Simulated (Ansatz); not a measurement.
Consider the substitution at a C–B bond: `C=C(F)B(O)F` + `[NH2][SnH3]` → `C=C(F)[NH][SnH3]` + `OBF`.

Calculated with Ansatz (gas phase, PBE0-D4/def2-TZVP geometries, no zero-point term in ΔE). CCSD(T)/CBS is the MP2 limit (def2-TZVPP, def2-QZVPP) plus CCSD(T) − MP2 in def2-TZVPP, frozen cores. This one scheme is used for every species. DFT in def2-TZVPP. def2 core potentials past Kr. For Sn outer-core shells are correlated without core-valence functions, which leaves a few kJ/mol of doubt a bond. Each species was taken in one conformer, which may not be the lowest.

`C=C(F)B(O)F`:

Z-matrix (Å, degrees):
```
C
C 1 1.326
H 1 1.082 2 119.1
H 1 1.084 2 121.9 3 -180.0
F 2 1.346 1 119.6 3 -180.0
B 2 1.560 1 124.7 3 -0.0
O 6 1.345 2 120.9 1 -179.9
F 6 1.336 2 118.6 1 0.1
H 7 0.962 6 113.4 2 -180.0
```

`[NH2][SnH3]`:

```xyz
7

N    -1.136    0.344    0.491
Sn    0.738   -0.142   -0.127
H    -1.580    1.035   -0.102
H    -1.757   -0.454    0.535
H     1.628    1.312   -0.104
H     1.325   -1.271    1.007
H     0.782   -0.824   -1.701
```

`C=C(F)[NH][SnH3]`:

```xyz
11

C    -1.686   -0.256    1.521
C    -0.593    0.025    0.816
F     0.458    0.606    1.438
N    -0.299   -0.163   -0.495
Sn    1.535    0.223   -1.298
H    -2.537   -0.724    1.048
H    -1.728   -0.012    2.571
H    -1.024   -0.610   -1.030
H     1.326   -0.273   -2.914
H     1.842    1.891   -1.171
H     2.706   -0.707   -0.486
```

`OBF`:

Cartesian coordinates in Å:
```
O -0.625 0.431 0.657
B 0.039 -0.051 -0.407
F 1.166 -0.741 -0.240
H -0.203 0.223 1.498
H -0.377 0.138 -1.508
```

```tsv
level	ΔE (kJ/mol)
r2SCAN-D4	18.3
HF/def2-TZVPP	18.0
```

Q: What does CCSD(T)/CBS give? (Estimate.)

A: The calculation gave: +24.4 kJ/mol. The listed levels differ from it by -6.1, -6.4 kJ/mol.

Largest T1 diagnostic among the species: 0.013.

The D4 term adds −3.4 kJ/mol with B3LYP and −1.9 kJ/mol with PBE0; it sums over pairs of atoms, weighted by their polarisabilities, and B3LYP, whose exchange is more repulsive, gets the larger term.

B3LYP here is the variant with VWN-RPA as its local correlation; programs differ in this.
